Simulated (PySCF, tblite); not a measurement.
Isomers of C7H13B. Method: GFN2-xTB as coded in tblite; computed harmonic values from a numerical Hessian at the method's own geometry, unscaled. This tight-binding method is rough: wavenumbers can miss measured ones by several per cent, in bad cases by 10 to 20. Modes of hydrogen on boron can be 10 to 20 % off. One conformer each.

Electronic energies: PBE0-D3(BJ)/def2-SVP at its own geometries (PySCF, gas phase).

| SMILES | electronic energy, lowest = 0 (kcal/mol) |
| --- | --- |
| C=C(C)[C@@H]1BCCC1 | 0.0 |
| CB(C)C=C1CCC1 | 2.1 |
| B[C@H]1CC=CCCC1 | 11.0 |

Q: How do GFN2-xTB zero-point energies change the relative energies?

A: 
```
            SMILES  ZPE (kcal/mol)  of it from modes above 1550 cm⁻¹  electronic (kcal/mol)  with ZPE, lowest = 0 (kcal/mol)  lowest mode (cm⁻¹)  rings
C=C(C)[C@@H]1BCCC1           113.9                              57.8                    0.0                              0.0                  35      1
     CB(C)C=C1CCC1           113.4                              58.3                    2.1                              1.6                  31      1
   B[C@H]1CC=CCCC1           114.2                              56.7                   11.0                             11.2                 115      1
```

The zero-point energies span 0.8 kcal/mol, from `CB(C)C=C1CCC1` to `B[C@H]1CC=CCCC1`. The order is unchanged.

Q: And how do the electronic energies of GFN2-xTB itself compare?

A: `C=C(C)[C@@H]1BCCC1` 0.8; `CB(C)C=C1CCC1` 11.9; `B[C@H]1CC=CCCC1` 0.0 kcal/mol, lowest = 0. Against the energies above, taken from the same isomer `C=C(C)[C@@H]1BCCC1`, the largest difference is 11.8 kcal/mol. The two levels were optimised apart and needn't hold the same conformer.
